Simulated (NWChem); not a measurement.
System: CH$_{5}$BrSi; SMILES C[SiH2]Br

All runs: NWChem. All runs use the structure optimised with PBE0/def2-SVP. Level: PBE/def2-SVP with SMD (1 M gas to 1 M solution), gas-phase geometry. Reactions with the solvent are ignored.

Problem. Order these by “cavity-dispersion-structure term (kcal/mol)”, lowest first: water; toluene; acetone.

Solution. toluene (-2.1), acetone (-1.5), water (2.1)
